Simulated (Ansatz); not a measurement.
Ansatz results at the PBE0-D4/def2-TZVP geometry: HOMO energy (ωB97M-V/def2-TZVPP) -9.86 eV; HOMO energy (PBE/def2-TZVPP) -6.52 eV; zero-point energy (PBE0-D4/def2-TZVP) 84.5 kJ/mol.

Each molecule was computed in one conformer, which needn't be the lowest.

Question: Which molecule gave them?
A. `[NH2][W](=[O])(=[S])[Cl]`
B. `[CH3][W](=[S])(=[S])[Cl]`
C. `[CH3][W]([NH2])(=[S])=[S]`
D. `C[N]=[W](=[O])([OH])[O]C`

Answer: A. The others give `[CH3][W]([NH2])(=[S])=[S]`: -9.11, -6.00, 170.7; `[CH3][W](=[S])(=[S])[Cl]`: -9.40, -6.34, 105.9; `C[N]=[W](=[O])([OH])[O]C`: -9.68, -6.05, 265.0.
